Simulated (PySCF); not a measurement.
C4H9O, SMILES C1CC[OH+]C1, charge +1. Atoms are numbered in the order given.

```xyz
14

C      0.0336    -1.2824    -0.0351
C      1.2148    -0.3326     0.2308
C      0.7629     0.9850    -0.3620
O     -0.7130     0.9694    -0.0253
C     -1.1952    -0.4453     0.2691
H      0.0271    -1.6148    -1.0844
H      0.0658    -2.1763     0.6032
H      2.1436    -0.6772    -0.2452
H      1.4056    -0.2243     1.3094
H      0.8373     1.0299    -1.4574
H      1.1638     1.8913     0.1066
H     -1.2869     1.5056    -0.6038
H     -2.0692    -0.6211    -0.3699
H     -1.4805    -0.4168     1.3275
```
Charge +1, spin multiplicity 1.

Coordinates come from a B3LYP-D3(BJ)/def2-SVP optimisation. The isomer is the one that the SMILES or the coordinates give; other isomers of the formula were not compared. One conformer was computed; it need not be the lowest.

Level of theory: M06-2X/def2-TZVP (PySCF).

ESP charges are fitted to the potential on shells at 1.4 to 2.0 van der Waals radii. Atomic charges (e):

| atom | Löwdin | ESP fit |
|---|---|---|
| C1 | -0.24 | -0.08 |
| C2 | -0.24 | -0.13 |
| C3 | -0.18 | 0.00 |
| O4 | 0.31 | -0.32 |
| C5 | -0.17 | -0.05 |
| H6 | 0.16 | 0.10 |
| H7 | 0.17 | 0.12 |
| H8 | 0.17 | 0.13 |
| H9 | 0.16 | 0.13 |
| H10 | 0.15 | 0.14 |
| H11 | 0.15 | 0.15 |
| H12 | 0.24 | 0.48 |
| H13 | 0.15 | 0.15 |
| H14 | 0.15 | 0.17 |

Computed Mayer and Wiberg (Löwdin basis) orders of the bonds:
```tsv
bond	Mayer	Wiberg
C1–C2	0.90	1.18
C2–C3	0.95	1.25
C3–O4	0.75	1.15
C1–C5	0.94	1.25
O4–C5	0.74	1.13
C1–H6	0.97	0.84
C1–H7	0.96	0.84
C2–H8	0.95	0.83
C2–H9	0.96	0.84
C3–H10	0.96	0.88
C3–H11	0.95	0.88
O4–H12	0.82	0.93
C5–H13	0.95	0.88
C5–H14	0.96	0.88
```
